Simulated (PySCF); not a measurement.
Spin states and ions at one geometry of Tl2S3

PySCF 2.14.0, RKS TPSS, Tl def2-SVP with ECP60, S def2-SVP; non-relativistic Hamiltonian with scalar-relativistic core potentials where named; density fitting; no spin-orbit coupling; singlets restricted, open shells unrestricted. The geometry is relaxed for charge 0, singlet, vacuum:

```xyz
5

Tl   -0.0150    0.2749    1.9083
Tl   -0.0150    0.2749   -1.9083
S    -0.1010    1.8466    0.0000
S     0.0592   -1.0820    3.7375
S     0.0592   -1.0820   -3.7375
```

Energies count from the relaxed state; an electron taken off or put on is at rest in vacuum. Charges and spins are Mulliken's.

Q: Order these states by energy, lowest first.
A. charge +1, doublet, vacuum
B. charge 0, triplet, vacuum
C. charge 0, singlet, vacuum
D. charge -1, doublet, vacuum

A: D (-1.96 eV), C (0.00 eV), B (1.78 eV), A (8.23 eV).

Q: How do charge and spin on the first atom follow?

A: 
```tsv
state	spin squared	charge on Tl1 (e)	spin on Tl1 (e)	dipole about the centre of mass (D)
charge 0, singlet, vacuum	0.00	0.35	0.00	2.73
charge 0, triplet, vacuum	2.01	0.31	0.12	1.37
charge +1, doublet, vacuum	0.76	0.54	-0.02	0.62
charge -1, doublet, vacuum	0.75	0.11	0.17	3.10
```

With an electron taken off (doublet) the charges change, summed by element, by Tl +0.37 e, S +0.63 e. The vertical ionisation energy is 8.23 eV, against −ε(HOMO) = 6.04 eV of the relaxed state. The level lies 2.2 eV too high, as is usual for semilocal functionals and global hybrids, which keep a self-interaction error.

With an electron put on (doublet) the charges change, summed by element, by Tl -0.49 e, S -0.51 e. The vertical electron affinity is 1.96 eV, against −ε(LUMO) = 4.18 eV of the relaxed state. The basis has no diffuse functions, which an added electron needs. The added electron's level lies above zero.

Open shells may have lower solutions than those found. Hard to converge, so the more doubtful: charge 0, triplet, vacuum; charge +1, doublet, vacuum.

No frequency check is given that shows the relaxed geometry to be a minimum.
